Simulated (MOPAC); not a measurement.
MOPAC input (MNDO):

```
MNDO 1SCF UHF MS=0.5 GEO-OK AUX(PRECISION=9) THREADS=1
C2HClF

C     0.05865618 1   -0.88037539 1    0.07896597 1
C    -1.20765746 1   -0.54490941 1    0.10147258 1
F    -1.80648215 1    0.60630057 1    0.02029001 1
Cl    1.33991758 1    0.29425739 1   -0.08387619 1
H     0.37374817 1   -1.90737191 1    0.16065381 1
```

Output:

```
 *******************************************************************************
 **                                                                           **
 **                              MOPAC v23.2.5                                **
 **                                                                           **
 *******************************************************************************
 ** MOPAC's Digital Object Identifier: https://doi.org/10.5281/zenodo.6511958 **
 **                                                                           **
 ** Please cite the open-source release paper for use of this MOPAC version:  **
 ** J. E. Moussa and J. J. P. Stewart (2026)                                  **
 ** MOPAC: An open-source semiempirical molecular orbital program             **
 ** J. Open Source Softw., 11(119), 8025, https://doi.org/10.21105/joss.08025 **
 *******************************************************************************

                              MNDO CALCULATION RESULTS

 *******************************************************************************
 *  MNDO       - The MNDO Hamiltonian to be used
 *  GEO-OK     - OVERRIDE INTERATOMIC DISTANCE AND OTHER SAFETY CHECKS
 *  UHF        - UNRESTRICTED HARTREE-FOCK CALCULATION
 *  MS=        - IN MECI, MAGNETIC COMPONENT OF SPIN =  0.5
 *  1SCF       - DO 1 SCF AND THEN STOP
 *  AUX        - OUTPUT AUXILIARY INFORMATION
 *******************************************************************************
MNDO 1SCF UHF MS=0.5 GEO-OK AUX(PRECISION=9) THREADS=1
 C2HClF

   ATOM   CHEMICAL          X               Y               Z
  NUMBER   SYMBOL      (ANGSTROMS)     (ANGSTROMS)     (ANGSTROMS)

     1       C          0.05865618  *  -0.88037539  *   0.07896597  *
     2       C         -1.20765746  *  -0.54490941  *   0.10147258  *
     3       F         -1.80648215  *   0.60630057  *   0.02029001  *
     4      Cl          1.33991758  *   0.29425739  *  -0.08387619  *
     5       H          0.37374817  *  -1.90737191  *   0.16065381  *

          CARTESIAN COORDINATES

    NO.       ATOM           X           Y           Z

     1         C          0.0587     -0.8804      0.0790
     2         C         -1.2077     -0.5449      0.1015
     3         F         -1.8065      0.6063      0.0203
     4        Cl          1.3399      0.2943     -0.0839
     5         H          0.3737     -1.9074      0.1607

  H: (MNDO): M.J.S. DEWAR, W. THIEL, J. AM. CHEM. SOC., 99, 4899, (1977)
  C: (MNDO): M.J.S. DEWAR, W. THIEL, J. AM. CHEM. SOC., 99, 4899, (1977)
  F: (MNDO): M.J.S. DEWAR, H.S. RZEPA, J. AM. CHEM. SOC., 100, 777, (1978)
 Cl: (MNDO): M.J.S.DEWAR, H.S.RZEPA, J. COMP. CHEM., 4, 158, (1983)

           Empirical Formula: C2 H F Cl  =     5 atoms

      MOLECULAR POINT GROUP   :   Cs

          UHF CALCULATION, NO. OF ALPHA ELECTRONS =   12
                           NO. OF BETA  ELECTRONS =   11

 -------------------------------------------------------------------------------
 MNDO 1SCF UHF MS=0.5 GEO-OK AUX(PRECISION=9) THREADS=1
 C2HClF

     1SCF WAS SPECIFIED, SO BFGS WAS NOT USED
     SCF FIELD WAS ACHIEVED

                              MNDO CALCULATION
                                                       MOPAC v23.2.5 Linux

          FINAL HEAT OF FORMATION =         38.35768 KCAL/MOL =     160.48855 KJ/MOL

          COSMO AREA              =         98.11 SQUARE ANGSTROMS
          COSMO VOLUME            =         81.94 CUBIC ANGSTROMS

          IONIZATION POTENTIAL    =          9.555730 EV
          ALPHA SOMO LUMO (EV)    =         -9.656 -0.291
          BETA  SOMO LUMO (EV)    =         -9.556 -2.843
          NO. OF ALPHA ELECTRONS  =         12
          NO. OF BETA  ELECTRONS  =         11
          MOLECULAR WEIGHT        =         79.4813         POINT GROUP:  Cs

          MOLECULAR DIMENSIONS (Angstroms)

            Atom       Atom       Distance
            H     5    F     3     3.33041
           Cl     4    C     2     2.48493
            F     3    C     2     0.00000

          SCF CALCULATIONS        =          1

   ATOM   CHEMICAL          X               Y               Z
  NUMBER   SYMBOL      (ANGSTROMS)     (ANGSTROMS)     (ANGSTROMS)

     1       C          0.05865618  *  -0.88037539  *   0.07896597  *
     2       C         -1.20765746  *  -0.54490941  *   0.10147258  *
     3       F         -1.80648215  *   0.60630057  *   0.02029001  *
     4      Cl          1.33991758  *   0.29425739  *  -0.08387619  *
     5       H          0.37374817  *  -1.90737191  *   0.16065381  *

                             CARTESIAN COORDINATES

   1    C        0.058656180    -0.880375390     0.078965970
   2    C       -1.207657460    -0.544909410     0.101472580
   3    F       -1.806482150     0.606300570     0.020290010
   4   Cl        1.339917580     0.294257390    -0.083876190
   5    H        0.373748170    -1.907371910     0.160653810

           Empirical Formula: C2 H F Cl  =     5 atoms

      MOLECULAR POINT GROUP   :   Cs

          ALPHA EIGENVALUES
 -48.27077 -35.30864 -25.96075 -22.02750 -18.50258 -17.89984 -17.79380 -16.31961
 -14.57401 -13.21267 -11.56357  -9.65642  -0.29097   0.07846   2.85504   3.62924
   5.52563

           BETA EIGENVALUES
 -47.97875 -34.10240 -25.78466 -21.71882 -18.32416 -17.76564 -17.10806 -16.18162
 -13.72479 -13.16058  -9.55573  -2.84310   0.65159   1.04867   3.22266   3.91356
   5.78607

              NET ATOMIC CHARGES AND DIPOLE CONTRIBUTIONS

  ATOM NO.   TYPE          CHARGE      No. of ELECS.   s-Pop       p-Pop
    1          C           0.125147        3.8749     1.26460     2.61025
    2          C          -0.000225        4.0002     1.44585     2.55438
    3          F          -0.086216        7.0862     1.86762     5.21860
    4         Cl          -0.152170        7.1522     1.98378     5.16839
    5          H           0.113465        0.8865     0.88654
 DIPOLE           X         Y         Z       TOTAL
 POINT-CHG.     0.009    -2.034     0.188     2.043
 HYBRID         1.061     0.902    -0.128     1.398
 SUM            1.070    -1.132     0.060     1.559

          ATOMIC ORBITAL ELECTRON POPULATIONS

     Atom    s        px        py        pz
    1  C   1.26460   0.81029   0.93161   0.86836
    2  C   1.44585   1.10037   1.04196   0.41204
    3  F   1.86762   1.85251   1.55025   1.81584
    4 Cl   1.98378   1.61346   1.64798   1.90694
    5  H   0.88654

                    (SZ)    =    0.500000
                    (S**2)  =    0.756242

          ATOMIC ORBITAL SPIN POPULATIONS

    Atom   Total    s     px     py     pz
         Atomic
    1  C  0.8038  0.043  0.023  0.040  0.698
    2  C  0.1135  0.008 -0.032 -0.011  0.148
    3  F  0.0649  0.002 -0.004  0.001  0.066
    4 Cl  0.0590  0.001 -0.009 -0.010  0.078
    5  H -0.0412 -0.041

 **********************
 *                    *
 * JOB ENDED NORMALLY *
 *                    *
 **********************

 == MOPAC DONE ==
```

The geometry given is a B3LYP-D3(BJ)/def2-TZVP minimum.
